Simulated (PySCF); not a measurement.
Correlation energy of Lu⁻ (lutetium, charge -1)

Starting occupation: [Xe] 4f14 5d2 6s2, 5d3/2 with m_j = +1/2, +3/2. All numbers are calculated (PySCF 2.14, X2C-1e with screened-nucleus spin-orbit coupling, Gaussian nucleus, in x2c-SVPall-2c with one added diffuse shell each of s, p, d type (8s11p10d2f1g, 114 functions)). Frozen: [Ar] 3d10; 44 electrons correlated; the 6 highest virtual spinors left out.

MP2 pair energies summed by pair of shells (mhartree):

```csv
pair,energy,share (%)
4f-5p,-106.69,15.8
5p-5p,-98.13,14.5
4f-4f,-80.69,11.9
4d-4d,-67.34,10.0
4d-4p,-55.37,8.2
4d-4f,-47.30,7.0
5d-5p,-27.92,4.1
4d-5p,-26.05,3.9
5p-6s,-21.93,3.2
5d-6s,-21.80,3.2
4f-4p,-15.93,2.4
6s-6s,-15.27,2.3
4f-5d,-14.18,2.1
4p-4p,-13.75,2.0
5p-5s,-13.34,2.0
4f-6s,-8.79,1.3
4f-5s,-6.42,1.0
4p-5p,-6.04,0.9
5d-5d,-5.43,0.8
5s-5s,-3.81,0.6
4f-4s,-3.41,0.5
4d-4s,-2.99,0.4
4p-4s,-2.71,0.4
4d-5s,-2.53,0.4
5d-5s,-2.35,0.3
4p-5s,-1.38,0.2
4d-5d,-1.19,0.2
5s-6s,-0.83,0.1
4s-4s,-0.74,0.1
4s-5p,-0.48,0.1
```

Total MP2 correlation energy: -675.82 mhartree.

The GHF reference relaxed away from the jj start to a determinant that is no pure jj level (⟨S²⟩ = 2.12, ⟨J²⟩ = 8.85); the energies belong to that determinant.

The Hartree-Fock reference does not bind the outermost electron (its level is positive or very diffuse), so these energies belong to a reference that the basis holds together.

This basis was not built for core-valence correlation, so the inner-shell part is incomplete.
